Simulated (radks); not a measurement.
All-electron atom: Fe2+ in [Ar] 3d5 6d1 (not the ground configuration). Method: non-relativistic Kohn-Sham, r2SCAN, spin-polarised, spherical densities, point nucleus; open shells are filled with parallel spins first; meta-GGA in the generalised Kohn-Sham scheme; computed with a radial shooting solver on a logarithmic mesh with Libxc functionals.

Radial electron density D(r) = 4 pi r^2 rho(r):

| r (bohr) | D(r) (e/bohr) | spin D(r) |
|---|---|---|
| 0.002637 | 0.9073 | -0.0000713 |
| 0.003095 | 1.220 | -0.0000959 |
| 0.003603 | 1.610 | -0.000127 |
| 0.004228 | 2.147 | -0.000169 |
| 0.004961 | 2.846 | -0.000224 |
| 0.005776 | 3.697 | -0.000291 |
| 0.006778 | 4.834 | -0.000380 |
| 0.007891 | 6.183 | -0.000486 |
| 0.00926 | 7.931 | -0.000624 |
| 0.01078 | 9.935 | -0.000782 |
| 0.01265 | 12.42 | -0.000979 |
| 0.01485 | 15.27 | -0.00121 |
| 0.01728 | 18.25 | -0.00145 |
| 0.02028 | 21.54 | -0.00173 |
| 0.02361 | 24.62 | -0.00200 |
| 0.02771 | 27.53 | -0.00229 |
| 0.03251 | 29.76 | -0.00258 |
| 0.03785 | 30.96 | -0.00284 |
| 0.04442 | 31.05 | -0.00310 |
| 0.05171 | 30.01 | -0.00326 |
| 0.06068 | 28.07 | -0.00313 |
| 0.07121 | 25.92 | -0.00203 |
| 0.0829 | 24.50 | 0.00141 |
| 0.09729 | 24.48 | 0.0109 |
| 0.1133 | 26.18 | 0.0317 |
| 0.1329 | 29.42 | 0.0780 |
| 0.1547 | 32.72 | 0.162 |
| 0.1816 | 34.72 | 0.317 |
| 0.2131 | 33.76 | 0.574 |
| 0.2481 | 29.77 | 0.945 |
| 0.2911 | 23.46 | 1.49 |
| 0.3389 | 17.55 | 2.17 |
| 0.3977 | 13.63 | 3.01 |
| 0.4667 | 12.97 | 3.88 |
| 0.5433 | 14.51 | 4.62 |
| 0.6376 | 16.29 | 5.06 |
| 0.7422 | 16.38 | 5.05 |
| 0.871 | 14.28 | 4.57 |
| 1.014 | 10.88 | 3.80 |
| 1.19 | 7.062 | 2.83 |
| 1.396 | 3.972 | 1.89 |
| 1.626 | 2.030 | 1.16 |
| 1.908 | 0.8951 | 0.622 |
| 2.221 | 0.3820 | 0.311 |
| 2.606 | 0.1518 | 0.139 |
| 3.058 | 0.05693 | 0.0553 |
| 3.561 | 0.01458 | 0.0144 |
| 4.178 | 0.001965 | 0.00196 |
| 4.864 | 0.02191 | 0.0219 |
| 5.708 | 0.05530 | 0.0553 |
| 6.699 | 0.05465 | 0.0546 |
| 7.798 | 0.01605 | 0.0160 |
| 9.152 | 0.003817 | 0.00382 |
| 10.65 | 0.06125 | 0.0612 |
| 12.5 | 0.1297 | 0.130 |
| 14.55 | 0.1166 | 0.117 |
| 17.08 | 0.04996 | 0.0500 |
| 20.04 | 0.009831 | 0.00983 |
| 23.33 | 0.001023 | 0.00102 |

D(r) has 5 maxima, at r = 0.0413, 0.187, 0.696, 6.18, 13.1 bohr, and minima at 0.0898, 0.445, 4.08 bohr, inside which lie 2.11, 10.67, 23.06 electrons.
